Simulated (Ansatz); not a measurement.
CoO (SMILES [O]=[Co]), quartet (typed; the unrestricted solution is spin-contaminated), geometry from GFN2-xTB (such geometries of metal compounds can be far from the true shape).

Here is a job for Ansatz (a program for electronic structure).
Ansatz 0.2 input:
```yaml
crystal:
  periodic: [false, false, false]
  atoms:
    - {symbol: Co, position_ang: [-0.00000000, -0.00000000, -0.35224532]}
    - {symbol: O, position_ang: [0.00000000, 0.00000000, 1.18882794]}
basis:
  gaussian:
    orbitals: 6-31G__.json
hamiltonian:
  xc: {name: wB97M-V}
magnetization: {spin_polarized: true, initial_magnetization: 3}
```
The basis file holds 6-31G** in the JSON format of the Basis Set Exchange.

Q: What does this run give for the <S^2>, total energy, number of basis functions?

A: 
```yaml
"<S^2>": 3.868
total_energy: -1457.6115 Eh
number_of_basis_functions: 51
```
